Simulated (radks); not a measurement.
Co V, 23 electrons, occupied as [Ar] 3d5.

All-electron calculation, scalar-relativistic Kohn-Sham, LDA (Slater exchange, Perdew-Wang correlation), spin-polarised, spherical densities, finite nucleus; open shells are filled with parallel spins first; Fermi nuclear charge, rms radius 3.7875 fm. Program: a radial shooting solver on a logarithmic mesh with Libxc functionals.

Energy parts (eV):
| part | energy |
|---|---|
| total | -37734.127 |
| kinetic | 38209.336 |
| electron-nucleus | -89061.146 |
| Hartree | 14625.260 |
| exchange-correlation | -1507.576 |

Orbitals (lengths in bohr, moments of r in powers of bohr; <r^-3> diverges for s and p1/2):
| orbital | occ. | eigenvalue (eV) | <r^-3> |
|---|---|---|---|
| 1s up | 1 | -7638.375 | - |
| 1s down | 1 | -7638.346 | - |
| 2s up | 1 | -961.1963 | - |
| 2s down | 1 | -957.8405 | - |
| 2p up | 3 | -833.1200 | 547.0 |
| 2p down | 3 | -830.5339 | 549.5 |
| 3s up | 1 | -164.4342 | - |
| 3s down | 1 | -158.0563 | - |
| 3p up | 3 | -127.5357 | 74.07 |
| 3p down | 3 | -121.3022 | 72.38 |
| 3d up | 5 | -68.4694 | 7.528 |
| 3d down | 0 | -62.4289 | 7.223 |

The highest occupied level is 3d up at -68.469 eV. The density falls to 0.001 e/bohr^3 at r = 2.46 bohr. Summed over all electrons, <r^2> = 10.96 bohr^2, which gives a Langevin (diamagnetic) susceptibility term of -8.68 x 10^-6 cm^3/mol. For comparison, the ionisation energy in NIST's Atomic Spectra Database is 79.5 eV (semi-empirical). In exact Kohn-Sham theory the highest level is minus the ionisation energy, but local and semilocal functionals leave it too shallow, through self-interaction and a potential that decays too fast; potentials with the right tail come closer. The spin density at the nucleus is -1.574 e/bohr^3 (1s -0.141, 2s -3.347, 3s 1.913). The electron density at the nucleus is 1.727e+04 e/bohr^3 (large components only). Spin moment in Bohr magnetons: 5.
